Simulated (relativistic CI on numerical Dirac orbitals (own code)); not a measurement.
## Os LXXII: sensitivity of the levels to the model

Base calculation: Dirac-Coulomb-Breit CI, separate exchange-only KLI orbitals for each configuration, QED by a radiative potential, unscaled Slater integrals.

CI space (outside the closed core 1s2): 2s2 2p, 2s 2p2, 2p3, 2p2 3s, 2p2 3p, 2s2 3s, 2p2 3d, 2s2 3p, 2s2 3d, 2s 2p 3s, 2s 2p 3p, 2s 2p 3d, 2s2 4s, 2s2 4p, 2s2 4d, 2s2 4f. Levels of other configurations are missing.

Variants: (1) P86 correlation estimate; (2) configuration mixing switched off; (3) QED terms removed. Shifts of the energy above 2s2 2p 2P°_1/2, in eV, for the lowest level and the first level of each name with at least 55 % of one term (blank where a level changes its place among those of its configuration and J or its character, or is not in the variant):

```
         Level     Base  Δ(1)   Δ(2)   Δ(3)
2s2 2p 2P°_1/2      0.0   0.0    0.0    0.0
2s2 2p 2P°_3/2   1654.3   0.0   +5.7   -1.1
 2s 2p2 4P_3/2   1855.2  -0.1   -2.9  +18.9
 2s 2p2 2D_5/2   1896.8  -0.1   -2.6  +18.9
 2s 2p2 2P_1/2   1973.3  -0.1   -2.3  +19.0
 2s 2p2 2D_3/2   1975.4  -0.1   -2.2  +19.0
 2s 2p2 4P_5/2   3527.6  -0.1   -2.8  +17.5
 2s 2p2 2S_1/2   3642.1  -0.1   -2.7  +17.5
 2s 2p2 2P_3/2   3642.8  -0.1   -2.3  +17.5
   2p3 4S°_3/2   3872.7  -0.2   -2.8  +38.0
   2p3 2D°_5/2   3895.8  -0.2   -2.5  +38.0
   2p3 2P°_1/2   3956.6  -0.2   -5.0  +38.0
 2s2 3s 2S_1/2  11314.9  +1.3  +10.3   -3.8
2s2 3p 2P°_1/2  11408.8  +1.4  +11.3   +2.4
```

At this charge energies of transitions that change n are usually good to better than 1 %, and those within a shell (Δn = 0) to a few per cent.

Ionisation energy from the two ground configurations alone: base 20027.4 eV. The NIST ASD value (theoretical) is 20030 eV.

LS names give the leading component of a level, which can be under half, so a name can repeat, a term be missing and a line seem to break the LS rules.
